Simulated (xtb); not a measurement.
HCl3Ge, singlet, at a GFN2-xTB geometry, atoms displaced at random by about 0.02 Å a coordinate; GFN2-xTB (xtb).

xtb was given this input:
```
$ xtb mol.xyz --gfn 2 --opt vtight --json

# file mol.xyz
5

Ge    -0.06136791    -0.00062079     0.40172404
Cl    -0.18107848     1.96575510    -0.30743873
Cl     1.87110016    -0.80373138    -0.18161770
Cl    -1.59081117    -1.18989356    -0.41785404
H     -0.20776687    -0.01654921     1.92261581
```

What the program printed (banner, timings and long lists left out):

```
   ID    Z sym.   atoms
    1   32 Ge     1
    2   17 Cl     2-4
    3    1 H      5

           -------------------------------------------------
          |                Calculation Setup                |
           -------------------------------------------------

           -------------------------------------------------
          |                 G F N 2 - x T B                 |
           -------------------------------------------------

          ...................................................
          :                      SETUP                      :
          :.................................................:
          :  # basis functions                  41          :
          :  # atomic orbitals                  37          :
          :  # shells                           13          :
          :  # electrons                        26          :
          :  max. iterations                   250          :
          :  Hamiltonian                  GFN2-xTB          :
          :  restarted?                      false          :
          :  GBSA solvation                  false          :
          :  PC potential                    false          :
          :  electronic temp.          300.0000000     K    :
          :  accuracy                    1.0000000          :
          :  -> integral cutoff          0.2500000E+02      :
          :  -> integral neglect         0.1000000E-07      :
          :  -> SCF convergence          0.1000000E-05 Eh   :
          :  -> wf. convergence          0.1000000E-03 e    :
          :  Broyden damping             0.4000000          :
          :  net charge                          0          :
          :  unpaired electrons                  0          :
          ...................................................

 iter      E             dE          RMSdq      gap      omega  full diag
   1    -15.9662758 -0.159663E+02  0.816E+00    5.57       0.0  T
   2    -15.8040654  0.162210E+00  0.104E+01    7.08       1.0  T
   3    -16.2420265 -0.437961E+00  0.317E+00    6.25       1.0  T
   4    -16.2455130 -0.348642E-02  0.867E-01    6.01       1.0  T
   5    -16.2452659  0.247050E-03  0.633E-01    6.02       1.0  T
   6    -16.2463119 -0.104603E-02  0.889E-02    6.08       1.0  T
   7    -16.2463179 -0.602019E-05  0.349E-02    6.07       1.3  T
   8    -16.2463174  0.565322E-06  0.310E-02    6.07       1.4  T
   9    -16.2463202 -0.280388E-05  0.154E-02    6.07       2.9  T
[...]
 * total energy  :   -16.2331993 Eh     change       -0.9501022E-10 Eh
 * total energy  :   -16.2340410 Eh     change       -0.8416903E-03 Eh
 * total energy  :   -16.2339452 Eh     change        0.9583043E-04 Eh
 * total energy  :   -16.2340700 Eh     change       -0.1248114E-03 Eh
 * total energy  :   -16.2340778 Eh     change       -0.7788363E-05 Eh
 * total energy  :   -16.2340855 Eh     change       -0.7780527E-05 Eh
 * total energy  :   -16.2340846 Eh     change        0.9097926E-06 Eh
 * total energy  :   -16.2340859 Eh     change       -0.1309608E-05 Eh
 * total energy  :   -16.2340859 Eh     change        0.2190758E-07 Eh
 * total energy  :   -16.2340861 Eh     change       -0.1744993E-06 Eh
 * total energy  :   -16.2340861 Eh     change        0.3385075E-08 Eh
 * total energy  :   -16.2340861 Eh     change       -0.4004459E-08 Eh
   *** GEOMETRY OPTIMIZATION CONVERGED AFTER 12 ITERATIONS ***
         :: total energy             -16.234086101754 Eh    ::
[...]
       ...                                ...                  ...
        37                          1.0752461              29.2589
      -------------------------------------------------------------
                  HL-Gap            0.2340386 Eh            6.3685 eV
             Fermi-level           -0.3316248 Eh           -9.0240 eV

     #   Z          covCN         q      C6AA      α(0)
     1  32 Ge       3.382     0.292   174.012    24.102
     2  17 Cl       0.818    -0.114   102.599    15.495
     3  17 Cl       0.818    -0.114   102.598    15.495
     4  17 Cl       0.818    -0.114   102.599    15.495
     5   1 H        0.932     0.049     2.335     2.389

 Mol. C6AA /au·bohr⁶  :       2022.614636
 Mol. C8AA /au·bohr⁸  :     106981.241486
 Mol. α(0) /au        :         72.977119

Wiberg/Mayer (AO) data.
largest (>0.10) Wiberg bond orders for each atom

 ---------------------------------------------------------------------------
     #   Z sym  total        # sym  WBO       # sym  WBO       # sym  WBO
 ---------------------------------------------------------------------------
     1  32 Ge   4.212 --     3 Cl   1.159     4 Cl   1.159     2 Cl   1.158
                             5 H    0.736
     2  17 Cl   1.399 --     1 Ge   1.158
     3  17 Cl   1.399 --     1 Ge   1.159
     4  17 Cl   1.399 --     1 Ge   1.159
     5   1 H    0.998 --     1 Ge   0.736
 ---------------------------------------------------------------------------

Topologies differ in total number of bonds
Writing topology from bond orders to xtbtopo.mol

molecular dipole:
                 x           y           z       tot (Debye)
 q only:       -0.050      -0.002       0.601
   full:       -0.043      -0.002       0.521       1.328
molecular quadrupole (traceless):
                xx          xy          yy          xz          yz          zz
 q only:       -1.520       0.003      -1.555      -0.403      -0.031       3.075
  q+dip:       -1.832       0.003      -1.873      -0.480      -0.033       3.705
   full:       -1.728       0.003      -1.767      -0.454      -0.032       3.495

optimized geometry written to: xtbopt.xyz

           -------------------------------------------------
          | TOTAL ENERGY              -16.234086101754 Eh   |
          | GRADIENT NORM               0.000006972430 Eh/α |
          | HOMO-LUMO GAP               6.368514846393 eV   |
           -------------------------------------------------

normal termination of xtb
```
